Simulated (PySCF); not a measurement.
## Krypton: a sound run and one with changed settings

Sound run: Kr [Kr], Kr⁺ [Ar] 3d10 4s2 4p5. All numbers are calculated (PySCF 2.14, scalar relativity through the core potential, in aug-cc-pVDZ-PP with ECP10MDF). In the sound run the correlated levels freeze 3s2 3p6 3d10 outside the core potential. The sound run starts from symmetry-adapted Hartree-Fock orbitals and uses a fine grid where one is needed.

Changed run: all electrons correlated in a basis built for the valence shell.

```csv
species,method,sound run (hartree),changed run (hartree),converged
Kr,MP2,-462.30695,-462.33212,yes
Kr⁺,MP2,-461.79401,-461.81820,yes
```

Ionisation energy of Kr:

```tsv
method	sound run (eV)	changed run (eV)
UHF	13.151	13.151
MP2	13.958	13.985
SCS-MP2	13.877	13.892
```

A valence basis has no tight correlating functions, so it recovers only part of the core correlation, and not evenly between atom and ion.

For comparison, NIST gives 14.000 eV between the lowest levels.
